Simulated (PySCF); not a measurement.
# Correlation energy of Mg (magnesium, neutral)

[Ne] 3s2, closed-shell 1S. Calculation: PySCF 2.14, in cc-pVDZ (4s3p1d, 18 functions); no relativity, point nucleus. Frozen: [Ne]; 2 electrons correlated.

Total MP2 correlation energy: -21.34 mhartree.

Same-spin part 0.00 and opposite-spin part -21.34 mhartree; SCS-MP2 scales them by 1/3 and 6/5 to -25.61 mhartree.

With two correlated electrons CCSD is exact within the correlated space (frozen core and kept virtual orbitals).

| level | correlation energy (mhartree) |
| --- | --- |
| CCSD | -32.88 |

Diagnostics: T1 = 0.013, D1 = 0.0179, largest double amplitude 0.115.

**Question.** Is a single reference adequate?

**Answer.** Mostly. T1 lies below 0.03, but a double amplitude of this size points to a near-degeneracy that CCSD handles and MP2 describes poorly.
